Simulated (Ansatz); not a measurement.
Geometry optimisation, Ansatz, UKS B3LYP/STO-3G.

The input (input.yaml):

```yaml
crystal:
  periodic: [false, false, false]
  atoms:
    - { symbol: O, position_ang: [0.0377, -0.7639, 1.6108] }
    - { symbol: Si, position_ang: [0.1014, -0.0465, 0.0251] }
    - { symbol: Cl, position_ang: [-0.5161, 1.9666, 0.0698] }
    - { symbol: Cl, position_ang: [-1.0704, -1.0889, -1.2844] }
    - { symbol: H, position_ang: [1.4973, -0.1409, -0.4627] }
magnetization:
  spin_polarized: true
  initial_magnetization: 1
basis:
  gaussian: { orbitals: STO-3G }
hamiltonian:
  xc: b3lyp
relax:
  f_tol: 0.02
  max_steps: 40
```

Launched with:

```bash
$ ansatz run input.yaml --threads 1 --pin off --max-ram 2048MiB --backend cpu --events-out ev --progress --plain --runs-dir out
```

Question: Where does it end, and by what steps?

Answer: The run converged. Limits of this set-up: minimal basis. After 5 steps the energy has fallen by 0.070 eV; Cl4 moved furthest, 0.06 Å.

| step | energy less start (eV) | largest force component (eV/Å) | accepted |
| --- | --- | --- | --- |
| 0 | 0.0000 | 1.592 | yes |
| 1 | -0.0565 | 0.326 | yes |
| 2 | -0.0684 | 0.174 | yes |
| 3 | -0.0695 | 0.031 | yes |
| 4 | -0.0695 | 0.019 | no |
| 5 | -0.0696 | 0.002 | yes |

```xyz
5
Properties=species:S:1:pos:R:3
O 0.055 -0.752 1.604
Si 0.125 -0.055 0.031
Cl -0.512 1.956 0.065
Cl -1.119 -1.101 -1.315
H 1.502 -0.122 -0.427
```

Whether the end is a true minimum wasn't checked by a vibrational analysis.

Run time: 17 s on 1 thread of Arm Neoverse V2, with other jobs on the host, peak memory 0.14 GiB.
